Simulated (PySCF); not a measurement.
Species: trimethylamine-alane, C3H12AlN.
Geometry (PBE0-D3(BJ)/def2-TZVP, Å), atoms numbered from 1 in this order:
```
atom  x, y, z in Å
C1    -0.5808   -0.8144    1.1004
N2    -0.2015    0.0006   -0.0589
C3    -0.1351   -0.8347   -1.2630
C4    -1.1686    1.0869   -0.2508
Al5    1.6455    0.8250    0.2844
H6    -1.5646   -1.2716    0.9449
H7    -0.6104   -0.1831    1.9884
H8     0.1652   -1.5947    1.2497
H9     0.1765   -0.2212   -2.1083
H10   -1.1124   -1.2826   -1.4757
H11    0.6020   -1.6232   -1.1121
H12   -2.1718    0.6840   -0.4305
H13   -1.1838    1.7153    0.6397
H14   -0.8620    1.6938   -1.1026
H15    1.3277    1.6675    1.6140
H16    2.5162   -0.5140    0.4546
H17    1.8342    1.6526   -1.0790
```

Method used: PBE0-D3(BJ)/def2-TZVP geometry optimisation, gas phase (PySCF).

Masses are those of the commonest isotopes; rigid-rotor values at the optimised geometry. 

Q: What are A, B and C (GHz)?

A: Ia = 109.63, Ib = 182.25, Ic = 182.26 u·Å²; 505379 MHz·u·Å²/I gives 4610, 2773 and 2773 MHz, that is A = 4.6100, B = 2.7730, C = 2.7729 GHz.

Q: What kind of rotor is it?

A: A prolate symmetric top, as the point group C3v requires two equal moments; Ray's κ = -1.000.

Q: Where do the R-branch lines fall?

A: The dipole of 5.20 D lies along the symmetry axis, so ΔK = 0 and J+1 ← J falls at 2B(J+1) for every K: 5.55 GHz, 11.09 GHz, 16.64 GHz, 22.18 GHz, 27.73 GHz for J = 0 to 4.

Q: Estimate the classical rotational partition function at 10 K, 50 K and 500 K.

A: Point group C3v, symmetry number σ = 3; q = (√π/σ)·√((kT/h)³/(ABC)), k/h = 20836.6 MHz/K: 298 at 10 K, 3340 at 50 K, 106000 at 500 K.

Stationary, but not proved a minimum. These are rigid-rotor constants of the computed structure; measured ground-state constants (B0) also hold zero-point vibration.

Hardware: AMD EPYC 9R45, one thread (shared host). Cost: 87 s, 1.2 GiB resident at most. This is the geometry optimisation.
